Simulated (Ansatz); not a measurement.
## A ladder of methods for GeH2F− (SMILES [F][GeH2-])

GeH2F−: 4 atoms, total charge -1, spin state singlet. SMILES: `[F][GeH2-]`. Geometry: a GFN2-xTB relaxation, a rough one for these elements and not checked as a minimum.

```xyz
4

F     0.0837   -0.5857    1.6167
Ge    0.5517   -0.4337   -0.2626
H    -1.2546   -0.4900   -0.9925
H     0.6192    1.5094   -0.3615
```

Quantity: the energy change with the F1–Ge2 bond stretched from 1.943 to 2.914 Å, in eV. The values are calculated.

| level | kind | program | value (eV) | less FCI/STO-3G | CPU time (all runs) |
| --- | --- | --- | --- | --- | --- |
| PBE/STO-3G (restricted) | GGA | Ansatz | 3.70 | +0.48 | 3.4 s |
| B3LYP/STO-3G (restricted) | global hybrid | Ansatz | 4.09 | +0.87 | 2.9 s |
| CAM-B3LYP/STO-3G (restricted) | range-separated hybrid | Ansatz | 4.52 | +1.30 | 3.5 s |
| wB97X/STO-3G (restricted) | range-separated hybrid | Ansatz | 4.59 | +1.37 | 16 s |
| MP2/STO-3G (restricted) | perturbation theory | Ansatz | 4.23 | +1.01 | 0.42 s |
| CCSD(T)/STO-3G (restricted) | coupled cluster or CI | Ansatz | 3.14 | -0.08 | 0.57 s |
| CCSD/STO-3G (restricted) | coupled cluster or CI | Ansatz | 3.16 | -0.06 | 0.57 s |
| CCSDT/STO-3G (restricted) | coupled cluster or CI | Ansatz | 3.18 | -0.04 | 1.1 s |
| FCI/STO-3G | exact in the basis | Ansatz | 3.22 | 0.00 | 2 s |

FCI/STO-3G is exact within its basis and frozen core, so for wave-function methods in that basis the difference is their error; functionals converge differently with the basis, so for them it is only a difference. All-electron rows without a relativistic Hamiltonian named are non-relativistic. Sets without diffuse functions describe the anion poorly. The first shape isn't each level's own minimum. The values span 3.14 to 4.59 eV. All rows use very small basis sets, so none should be taken for the real molecule's value. In the correlated wave-function rows the outer d shell of Ge is correlated, in sets not made for it. In so small a basis fixed costs decide the times, and correlated methods can beat functionals. CPU times are rough (shared hosts, several kinds of processor and program).
